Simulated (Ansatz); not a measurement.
## Pulling the pair apart

The pair of F⁻ (SMILES [F-], atom 1) and C$_{2}$H$_{6}$ (SMILES CC, atoms 2–9), both closed shells, in one local arrangement (a lower one may exist), relaxed at PBE0-D4/def2-TZVPD:

```
9
angstrom
F -0.5629 0.4232 -2.7646
C 0.4991 -0.6370 0.5556
C -0.3660 0.5433 0.1452
H 0.0497 -1.5780 0.2235
H 1.4826 -0.5775 0.0793
H 0.6574 -0.7074 1.6404
H 0.0859 1.4882 0.4718
H -1.3564 0.4803 0.6131
H -0.4895 0.5650 -0.9642
```

C$_{2}$H$_{6}$ is shifted rigidly along the line between the mean atom positions of the two fragments (negative: closer). Counterpoise interaction energies in kcal/mol. Computed with Ansatz 0.2.0 (basis: def2-TZVPPD); correlated methods freeze the cores. B3LYP uses VWN-RPA correlation.

```json
{"shift (Å)": "-0.18", "B3LYP-D4": "-7.36", "HF": "-3.35", "r2SCAN-D4": "-8.27"}
{"shift (Å)": "-0.09", "B3LYP-D4": "-8.02", "HF": "-4.47", "r2SCAN-D4": "-8.78"}
{"shift (Å)": "0.00", "B3LYP-D4": "-8.28", "HF": "-5.12", "r2SCAN-D4": "-8.90"}
{"shift (Å)": "0.09", "B3LYP-D4": "-8.25", "HF": "-5.44", "r2SCAN-D4": "-8.76"}
{"shift (Å)": "0.22", "B3LYP-D4": "-7.91", "HF": "-5.52", "r2SCAN-D4": "-8.29"}
{"shift (Å)": "0.45", "B3LYP-D4": "-6.84", "HF": "-5.06", "r2SCAN-D4": "-7.05"}
{"shift (Å)": "0.90", "B3LYP-D4": "-4.70", "HF": "-3.61", "r2SCAN-D4": "-4.72"}
{"shift (Å)": "1.81", "B3LYP-D4": "-2.21", "HF": "-1.64", "r2SCAN-D4": "-2.03"}
```

What does CCSD(T) give at these shifts? (Judge from chemistry; the value comes from the calculation.)

The calculation gives: -6.26, -7.02, -7.36, -7.41, -7.16, -6.24, -4.28, -1.87 kcal/mol. For zero shift, CCSD(T) at an estimated basis limit (MP2 extrapolated from triple and quadruple zeta, plus CCSD(T) − MP2 in triple zeta) gives -7.98 kcal/mol. These are counterpoise interaction energies, counted from the two frozen fragments.

T1 diagnostic: at most 0.016.

For scale, one of the runs: CCSD(T)/def2-TZVPPD, 216 basis functions, launched by `ansatz run in.yaml --threads 4 --pin off --events-out ev --progress --plain --max-ram 9574MiB`. Hardware: 4 CPU threads of an Arm Neoverse V2, shared host. Wall time 34 s; peak host memory 3.4 GiB.
